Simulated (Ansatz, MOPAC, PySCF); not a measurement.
Breaking a bond: GeMg, lowest singlet found (which spin is the ground state isn't settled by this scan).

Methods: RHF/LANL2DZ = restricted Hartree-Fock/LANL2DZ, with its core potentials past Ne (PySCF); PM7, restricted, heats of formation (MOPAC); RCCSD(T) = CCSD(T) on RHF/aug-cc-pVDZ, cores with 3d frozen (Ansatz, a quantum-chemistry and plane-wave program); RKS-B3LYP = restricted B3LYP/aug-cc-pVDZ run with Ansatz; RKS-CAM-B3LYP = Ansatz with restricted CAM-B3LYP/aug-cc-pVDZ.

Energies are in eV, each relative to the lowest point of its own curve between 2.15 and 3.11 Å, where full CI is lowest.

```json
[
 {"R / Å": "1.86", "RHF/LANL2DZ": "3.857", "PM7": "9.875", "RCCSD(T)": "3.632", "RKS-B3LYP": "3.282", "RKS-CAM-B3LYP": "3.170"},
 {"R / Å": "2.03", "RHF/LANL2DZ": "1.981", "PM7": "5.629", "RCCSD(T)": "1.760", "RKS-B3LYP": "1.539", "RKS-CAM-B3LYP": "1.463"},
 {"R / Å": "2.15", "RHF/LANL2DZ": "1.167", "PM7": "3.732", "RCCSD(T)": "…", "RKS-B3LYP": "0.817", "RKS-CAM-B3LYP": "0.764"},
 {"R / Å": "2.27", "RHF/LANL2DZ": "0.642", "PM7": "2.395", "RCCSD(T)": "0.464", "RKS-B3LYP": "0.377", "RKS-CAM-B3LYP": "0.342"},
 {"R / Å": "2.35", "RHF/LANL2DZ": "0.409", "PM7": "1.723", "RCCSD(T)": "0.254", "RKS-B3LYP": "0.196", "RKS-CAM-B3LYP": "…"},
 {"R / Å": "2.49", "RHF/LANL2DZ": "0.159", "PM7": "0.878", "RCCSD(T)": "0.054", "RKS-B3LYP": "0.033", "RKS-CAM-B3LYP": "0.024"},
 {"R / Å": "2.55", "RHF/LANL2DZ": "0.096", "PM7": "0.622", "RCCSD(T)": "0.016", "RKS-B3LYP": "0.007", "RKS-CAM-B3LYP": "…"},
 {"R / Å": "2.62", "RHF/LANL2DZ": "0.047", "PM7": "0.390", "RCCSD(T)": "0.000", "RKS-B3LYP": "0.000", "RKS-CAM-B3LYP": "0.000"},
 {"R / Å": "2.71", "RHF/LANL2DZ": "0.012", "PM7": "0.183", "RCCSD(T)": "0.012", "RKS-B3LYP": "0.020", "RKS-CAM-B3LYP": "0.024"},
 {"R / Å": "2.84", "RHF/LANL2DZ": "0.000", "PM7": "…", "RCCSD(T)": "0.072", "RKS-B3LYP": "0.089", "RKS-CAM-B3LYP": "0.093"},
 {"R / Å": "2.98", "RHF/LANL2DZ": "0.015", "PM7": "0.000", "RCCSD(T)": "0.169", "RKS-B3LYP": "0.190", "RKS-CAM-B3LYP": "0.190"},
 {"R / Å": "3.11", "RHF/LANL2DZ": "0.041", "PM7": "0.063", "RCCSD(T)": "0.270", "RKS-B3LYP": "0.294", "RKS-CAM-B3LYP": "0.286"},
 {"R / Å": "3.28", "RHF/LANL2DZ": "0.081", "PM7": "0.223", "RCCSD(T)": "0.397", "RKS-B3LYP": "0.430", "RKS-CAM-B3LYP": "0.407"},
 {"R / Å": "3.53", "RHF/LANL2DZ": "0.134", "PM7": "0.522", "RCCSD(T)": "0.551", "RKS-B3LYP": "0.605", "RKS-CAM-B3LYP": "0.559"},
 {"R / Å": "3.82", "RHF/LANL2DZ": "…", "PM7": "0.852", "RCCSD(T)": "0.672", "RKS-B3LYP": "0.762", "RKS-CAM-B3LYP": "0.688"},
 {"R / Å": "4.18", "RHF/LANL2DZ": "0.218", "PM7": "1.148", "RCCSD(T)": "0.757", "RKS-B3LYP": "0.894", "RKS-CAM-B3LYP": "0.792"},
 {"R / Å": "4.59", "RHF/LANL2DZ": "0.241", "PM7": "1.328", "RCCSD(T)": "0.805", "RKS-B3LYP": "0.982", "RKS-CAM-B3LYP": "0.857"},
 {"R / Å": "5.13", "RHF/LANL2DZ": "0.255", "PM7": "1.416", "RCCSD(T)": "0.833", "RKS-B3LYP": "1.037", "RKS-CAM-B3LYP": "0.894"},
 {"R / Å": "5.70", "RHF/LANL2DZ": "0.261", "PM7": "1.440", "RCCSD(T)": "0.846", "RKS-B3LYP": "1.058", "RKS-CAM-B3LYP": "0.908"},
 {"R / Å": "6.57", "RHF/LANL2DZ": "0.264", "PM7": "1.446", "RCCSD(T)": "0.853", "RKS-B3LYP": "…", "RKS-CAM-B3LYP": "0.913"},
 {"R / Å": "7.56", "RHF/LANL2DZ": "0.264", "PM7": "—", "RCCSD(T)": "0.857", "RKS-B3LYP": "1.066", "RKS-CAM-B3LYP": "0.914"},
 {"R / Å": "8.80", "RHF/LANL2DZ": "0.265", "PM7": "—", "RCCSD(T)": "0.858", "RKS-B3LYP": "1.066", "RKS-CAM-B3LYP": "0.914"}
]
```

### Question
What belongs in the gaps?

### Answer

- 2.15, RCCSD(T): 0.963
- 2.35, RKS-CAM-B3LYP: 0.172
- 2.55, RKS-CAM-B3LYP: 0.002
- 2.84, PM7: 0.027
- 3.82, RHF/LANL2DZ: 0.181
- 6.57, RKS-B3LYP: 1.065

A dash means that the run gave no value there, or that the column was ended at a point which the program doubted or which failed a test of continuity chosen for this set; such a test can also cut sound points.

The restricted form behind RHF/LANL2DZ, PM7, RKS-B3LYP, RKS-CAM-B3LYP keeps the bonding electrons paired and can't separate into open-shell fragments.
